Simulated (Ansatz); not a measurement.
Stepwise reaction of `[NH]=[Nb]([F])([F])[Cl]` with hydrogen chloride, as a gas-phase model of exchange steps in deposition or etching. ΔE in kJ/mol; ΔG adds harmonic PBE0-D4 terms to CCSD(T)/CBS, at 1 bar.

Calculated with Ansatz (gas phase, PBE0-D4/def2-TZVP geometries, no zero-point term in ΔE). CCSD(T)/CBS is the MP2 limit (def2-TZVPP, def2-QZVPP) plus CCSD(T) − MP2 in def2-TZVPP, frozen cores. This one scheme is used for every species. DFT in def2-TZVPP. B3LYP here is the variant with VWN-RPA as its local correlation; programs differ in this. Elements past krypton have def2 core potentials. For Nb outer-core shells are correlated without core-valence functions, which leaves a few kJ/mol of doubt a bond. Each species was taken in one conformer, which may not be the lowest.

```
step                                                              reaction  PBE-D4  B3LYP-D4  ωB97M-V  CCSD(T)/CBS  ΔG(600 K)
   1    `[NH]=[Nb]([F])([F])[Cl]` + HCl → `[NH]=[Nb]([F])([Cl])[Cl]` + H–F     8.8       9.0     11.5         -2.1        4.0
   2  `[NH]=[Nb]([F])([Cl])[Cl]` + HCl → `[NH]=[Nb]([Cl])([Cl])[Cl]` + H–F     7.6       7.6     10.7         -3.7        7.9
```

(1) By hand: ΔE of the 2 steps together at CCSD(T)/CBS.

## Answers

(1) (-2.1) + (-3.7) = -5.8 kJ/mol, or -2.9 kJ/mol a step.

In ΔE the steps differ by no more than 1.6 kJ/mol. ΔG lies between 4.0 and 7.9 kJ/mol a step. PBE-D4 differs from CCSD(T)/CBS by 10.9 to 11.3 kJ/mol a step. Only this route is followed, and other bonds may react first. Isolated molecules leave out the surface, adducts and barriers. Largest T1 diagnostic: 0.020.
